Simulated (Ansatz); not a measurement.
Species: CH₃AlCl, charge 1, singlet. CH3AlCl+ (SMILES [CH3][Al+][Cl]).
B3LYP-D3(BJ)/def2-TZVP minimum from Ansatz (a quantum-chemistry and plane-wave program):
```xyz
6

Al    -0.0451     0.3119    -0.2636
C     -0.2547     1.7626    -1.4896
H     -1.0866     2.3901    -1.1632
H     -0.4610     1.3636    -2.4849
H      0.6656     2.3500    -1.5103
Cl     0.1762    -1.2197     1.0308
```
Charge +1, spin multiplicity 1.

Total energies in cc-pV(D+d)Z, 16 correlated electrons, 11 frozen orbitals. Radicals and triplets start from unrestricted determinants; spin-orbit coupling is neglected. Cores are frozen in correlated methods. No relativity. The spin of CH3AlCl+ ([CH3][Al+][Cl], singlet) was assumed, and the state is the lowest solution found for it.

```json
[
 {"method": "HF", "program": "Ansatz", "energy (Eh)": "-740.84812", "minus CCSDT(Q) (mEh)": "372.13"},
 {"method": "MP2", "program": "Ansatz", "energy (Eh)": "-741.17425", "minus CCSDT(Q) (mEh)": "46.00"},
 {"method": "CCSD", "program": "Ansatz", "energy (Eh)": "-741.20853", "minus CCSDT(Q) (mEh)": "11.72"},
 {"method": "CCSD(T)", "program": "Ansatz", "energy (Eh)": "-741.21855", "minus CCSDT(Q) (mEh)": "1.70"},
 {"method": "CCSDT(Q)", "program": "Ansatz", "energy (Eh)": "-741.22025", "minus CCSDT(Q) (mEh)": "0.00"}
]
```

Rough core times of Ansatz's runs on a shared machine: CCSD(T) under 20 s, CCSDT(Q) 4 min.
